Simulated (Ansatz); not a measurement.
Basis-set extrapolation for C2H7BO2Si (`CB(O)[SiH]1CO1`) (PBE0-D4/def2-TZVP geometry, frozen core, Ansatz 0.2.0). Multiplicity 1, RHF reference.

```tsv
	def2-TZVPP	def2-QZVPP
HF	-543.298651	-543.319790
MP2 correlation	-1.033781	-1.109093
CCSD(T) correlation	-1.119774	not run
```

Energies in hartree. Use E(X) = E(∞) + A·exp(−7.88·√X) for Hartree–Fock and E(X) = E(∞) + B·X^(−2.97) for correlation, with X = 3 and 4, and add CCSD(T) minus MP2 of the smaller set to the MP2 limit.

Question: What is the CCSD(T) energy at the basis-set limit?

Answer: HF limit: -543.319790 + (-0.021139) × 0.13774 = -543.32270. MP2 limit: -1.109093 + (-0.075312) × 0.74074 = -1.16488. Higher-order term: -1.119774 − (-1.033781) = -0.08599. Total: -544.57357 hartree, 407.3 kJ/mol below CCSD(T)/def2-TZVPP.
